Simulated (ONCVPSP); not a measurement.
# Ranking ONCV potentials for rhenium

All share these settings but for the change named:

rhenium (Re), optimised norm-conserving Vanderbilt (ONCV), made with ONCVPSP 4.0.1 (PBE, fully relativistic). Core [Kr] 4d10 4f14, reference 5s2 5p6 5d5 6s2. Waves: 5s+6s: rc 1.75 bohr, ncon 4, nbas 8, qcut 8.3 1/bohr, 3 projectors, debl 2.5 Ha; 5p: rc 1.45 bohr, ncon 3, nbas 6, qcut 8.5 1/bohr, 2 projectors, debl 3.6 Ha; 5d: rc 1.80 bohr, ncon 4, nbas 9, qcut 5.2 1/bohr, 2 projectors, debl 2.6 Ha. Local part: polynomial inside 1.00 bohr (lpopt 4, dvloc0 2 Ha). Core correction: Teter function, fcfact 3.75, rcfact 1.3.

Open shells are filled in proportion to 2j + 1.

Test errors are all-electron minus pseudo excitation energies from the reference, over 5s2 5p6 5d5 6s1; 5s2 5p6 5d5 6s0; 5s2 5p6 5d4 6s0; 5s2 5p6 5d5 6s1.5. None of these files shows a bound ghost.

The base gives 5.5 meV.

Of 5 variants that were run, those that failed, showed a ghost or another fault, or gave nearly equal values are left out.

Problem. Rank these variants by their largest absolute test error, smallest first.
A. all radii but the core radius scaled by about 1.07 (s 1.88, p 1.56, d 1.92 bohr); local potential polynomial inside 1.08 bohr (lpopt 4, dvloc0 2 Ha)
B. s: qcut 6.5
C. p: qcut 5

Solution. B (2.7 meV), A (4.1 meV), C (6.4 meV).
